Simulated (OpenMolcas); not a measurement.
Mo2+ (d4) among equal point charges was computed by CASSCF with the d shell active (OpenMolcas, ANO-RCC-VDZP on the metal). Its lowest spin-free states, and all those of the highest spin:

```
2S+1  Degeneracy  E (cm-1)
   5           3       0.0
   5           2      2981
   3           3     12896
   3           3     13829
   3           3     15236
   3           2     15517
   3           3     16533
   1           1     17125
   3           3     17226
   3           3     18118
   3           3     18278
   3           2     18724
```

**Question.** Is the site octahedral, tetrahedral or cube-like, axial, or of lower symmetry?

**Answer.** The states with 2S+1 = 5 have orbital degeneracies 3, 2. Threefold states need a cubic site. For d4 at this spin an octahedron puts the twofold E below the threefold T2 and a tetrahedron or cube puts the threefold T2 below the twofold E, so the site is a tetrahedron or a cube, which this pattern cannot tell apart. The first gap at this spin, 2980 cm-1, is |10Dq| in ligand-field theory. The run had Mo2+ among 4 point charges of -1.6 e arranged as a tetrahedron (Td), 2.09 Å from the ion.

An orbital triplet at a regular site is open to Jahn-Teller coupling, which can distort the site and quench the lowest spin-orbit gaps and is left out. Without dynamic correlation the repulsion within the d shell is too large (B by tens of per cent), so at a given field states of lower spin stand too high. Point charges give a weaker field than real ligands, and real ions of this kind are as a rule low spin; the high spin found here belongs to the model. The ground term spreads over less than 5000 cm-1, several times less than with real ligands, so orbital moments are less quenched and χT lies further from the spin-only value than at real sites. Point charges carry no covalency, so the field is a model and not that of real ligands. No measured value stands beside these numbers.
